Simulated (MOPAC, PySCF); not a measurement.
Cl$_{2}$F$_{2}$Sn, SMILES `[F][Sn]([Cl])([Cl])[F]`, neutral singlet in the gas phase. 

Cartesian coordinates (Å):
SMILES: [Sn]([Cl])([F])([Cl])[F]
```xyz
5

F     -0.1221    -1.2968    -1.3973
Sn    -0.0038    -0.0379     0.0032
F     -0.1157    -1.0430     1.5962
Cl    -1.7733     1.3803    -0.1132
Cl     2.0149     0.9974    -0.0889
```
Charge 0, multiplicity 1.

All levels are single points at this geometry (PBE0-D3(BJ)/def2-TZVP); Pople sets use spherical d functions. Orbital energies aren't observables, and empty levels follow the basis.

```csv
level,HOMO (eV),LUMO (eV),gap (eV),dipole (D),"vertical IE, Delta-SCF (eV)"
ωB97X-D3(BJ)/def2-TZVP in PySCF,-12.73,-1.11,11.63,1.46,12.89
B3LYP/6-311+G** (LANL2DZ on Sn) in PySCF,-10.16,-3.80,6.36,1.77,–
B3LYP/6-31G* (LANL2DZ on Sn) in PySCF,-9.95,-3.40,6.55,1.00,12.38
B3LYP/LANL2DZ in PySCF,-10.30,-4.14,6.16,1.37,–
BP86/6-31G* (LANL2DZ on Sn) in PySCF,-8.85,-4.17,4.68,0.86,–
M06-2X/6-31G* (LANL2DZ on Sn) in PySCF,-11.65,-2.31,9.34,0.98,–
PBE/6-31G* (LANL2DZ on Sn) in PySCF,-8.75,-4.09,4.66,0.87,–
AM1 in MOPAC,-12.29,-2.20,10.09,0.08,–
PM3 in MOPAC,-12.20,-3.57,8.62,0.10,–
```
